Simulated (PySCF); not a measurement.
Order these species by their calculated properties.

Each SMILES stands for a single optimised conformer of the isolated species, non-relativistic unless stated. Electronic properties by PySCF.

Dipoles, sizes and rotational constants follow the conformer. The torsions of the flexible species, by atom-mapped SMILES:
- `[SiH3:1][NH:2][CH:3]1[CH2:4][CH2:5]1`: Si1–N2–C3–C4 65°
- `[CH3:1][O:2][SiH2:3][N:4]([CH3:5])[CH3:6]`: C1–O2–Si3–N4 -84°, O2–Si3–N4–C5 -166°
- `[CH3:1][O:2]/[CH:3]=[P:4]/[PH2:5]`: C1–O2–C3–P4 0°, H–P5–P4–C3 -136°, H–P5–P4–C3 132°
- `[CH3:1][C:2]1=[C:3]([C:4]([CH3:5])([CH3:6])[CH3:7])[P:8]1[CH3:9]`: C2–C3–C4–C5 -122°
- `[CH3:1][CH:2]=[C:3]=[P:4][CH2:5][C:6]([CH3:7])([CH3:8])[CH3:9]`: C3–P4–C5–C6 108°, P4–C5–C6–C7 178°

**Question.** Rank by dipole moment, lowest first (CAM-B3LYP/def2-SVPD at GFN2-xTB geometries).
A. `CO[SiH2]N(C)C`
B. `C[PH](C)=S`
C. `[SiH3]NC1CC1`
D. `Cn1nccn1`
E. `ClC1(Cl)CC1`

**Answer.** D (0.45 D), C (0.99 D), A (1.56 D), E (2.30 D), B (4.78 D).

**Question.** By how much do the two ends of that ranking differ?

**Answer.** By 4.33 D, between `C[PH](C)=S` and `Cn1nccn1`.

**Question.** Rank by HOMO–LUMO gap, lowest first (CAM-B3LYP/def2-SVPD at GFN2-xTB geometries).
A. `[SiH3]NC1CC1`
B. `C1CC1(Cl)Cl`
C. `Cn1nccn1`
D. `N([SiH2]OC)(C)C`

**Answer.** D (8.78 eV), A (9.08 eV), C (9.98 eV), B (10.45 eV).

**Question.** Rank by HOMO energy, lowest first (CAM-B3LYP/def2-SVPD at GFN2-xTB geometries).
A. `CO[SiH2]N(C)C`
B. `C1CC1N[SiH3]`
C. `Cn1nccn1`
D. `ClC1(Cl)CC1`

**Answer.** D (-9.39 eV), C (-8.98 eV), B (-7.81 eV), A (-7.60 eV).

**Question.** By how much do the two ends of that ranking differ?

**Answer.** By 1.79 eV, between `CO[SiH2]N(C)C` and `ClC1(Cl)CC1`.

**Question.** Rank by electronic spatial extent ⟨r²⟩ about the centre of nuclear charge, lowest first (CAM-B3LYP/def2-SVPD at GFN2-xTB geometries).
A. `C[PH](C)=S`
B. `[SiH3]NC1CC1`
C. `Cn1nccn1`
D. `O([SiH2]N(C)C)C`

**Answer.** C (457 bohr²), A (552 bohr²), B (620 bohr²), D (908 bohr²).

**Question.** Rank by smallest rotational constant, lowest first (GFN2-xTB).
A. `CC=C=PCC(C)(C)C`
B. `[SiH3]NC1CC1`
C. `CC1=C(C(C)(C)C)P1C`
D. `CN1C=CN=N1`
E. `CO/C=P/P`

**Answer.** A (0.606 GHz), C (0.838 GHz), E (1.298 GHz), B (2.251 GHz), D (2.784 GHz).

**Question.** Give the two extremes of that set in cm⁻¹.

**Answer.** `CC=C=PCC(C)(C)C`: 0.0202 cm⁻¹; `Cn1ccnn1`: 0.0929 cm⁻¹.

**Question.** Rank by static isotropic polarisability, lowest first (CAM-B3LYP/def2-SVPD at GFN2-xTB geometries).
A. `Cn1nccn1`
B. `C[PH](=S)C`
C. `ClC1(Cl)CC1`
D. `[SiH3]NC1CC1`
E. `CN([SiH2]OC)C`

**Answer.** A (54.0 au), C (61.4 au), D (67.4 au), B (72.9 au), E (74.9 au).
